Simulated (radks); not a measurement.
Ionisation of the lithium ion Li+, [He], to 1s1 as the strength of local exchange is varied. All-electron calculation, scalar-relativistic Kohn-Sham, Slater X-alpha exchange (alpha = 2/3 is LDA exchange), no correlation, spin-polarised, spherical densities, finite nucleus; Fermi nuclear charge, rms radius 2.444 fm. Program: a radial shooting solver on a logarithmic mesh with Libxc functionals.

| alpha | E(Li+) (hartree) | exchange (hartree) | IE (eV) | -e of the level emptied (eV) | <r> of it (bohr) |
|---|---|---|---|---|---|
| 0.581 | -6.83205 | -1.19405 | 69.776 | 55.089 (1s) | 0.5973 |
| 0.637 | -6.94770 | -1.32194 | 71.134 | 56.808 (1s) | 0.5910 |
| 0.667 | -7.01012 | -1.39137 | 71.868 | 57.740 (1s) | 0.5876 |
| 0.69 | -7.05819 | -1.44504 | 72.433 | 58.459 (1s) | 0.5851 |
| 0.762 | -7.20991 | -1.61549 | 74.220 | 60.739 (1s) | 0.5772 |
| 0.802 | -7.29500 | -1.71179 | 75.224 | 62.023 (1s) | 0.5730 |
| 0.871 | -7.44313 | -1.88060 | 76.974 | 64.271 (1s) | 0.5658 |
| 0.909 | -7.52543 | -1.97502 | 77.948 | 65.525 (1s) | 0.5619 |

NIST Atomic Spectra Database: 75.640 eV (theoretical). The Delta-SCF value meets it near alpha = 0.82.
